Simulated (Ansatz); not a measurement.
Strength of the C–C bond: C3H8Mg → Mg(CH2)(CH3) + CH3

Species: C3H8Mg `C[CH2][Mg][CH3]`, singlet; Mg(CH2)(CH3), doublet; CH3 (methyl radical) `[CH3]`, doublet. 

Shapes, held fixed at every level: PBE0-D4/def2-TZVP. Programs: Ansatz 0.2.0. Electronic energies: no zero-point or thermal term.

(1) Estimate ΔE of this reaction.

## Answers

(1) The highest level, CCSD(T)/def2-TZVPP, gives ΔE = +353.1 kJ/mol; the levels span +220.2 to +374.1. The column of differences is taken from that level and isn't an error. Hartree–Fock misses the correlation of the pair that is broken and comes out low. No measured value is set beside it here. Open shells run unrestricted unless RO is named. Correlated rows may include outer-core shells of Mg, which these sets cover unevenly.

```
                level                   kind  ΔE (kJ/mol)  less CCSD(T)/def2-TZVPP
        HF/def2-TZVPP           Hartree–Fock       +220.2                   -132.9
    PBE-D4/def2-TZVPP                    GGA       +367.3                    +14.2
 r2SCAN-D4/def2-TZVPP               meta-GGA       +329.0                    -24.1
r2SCAN0-D4/def2-TZVPP          global hybrid       +326.9                    -26.2
         MP2/def2-SVP    perturbation theory       +374.1                    +21.0
       MP2/def2-TZVPP    perturbation theory       +373.0                    +19.9
     CCSD(T)/def2-SVP  coupled cluster or CI       +358.5                     +5.4
   CCSD(T)/def2-TZVPP  coupled cluster or CI       +353.1                      0.0
```
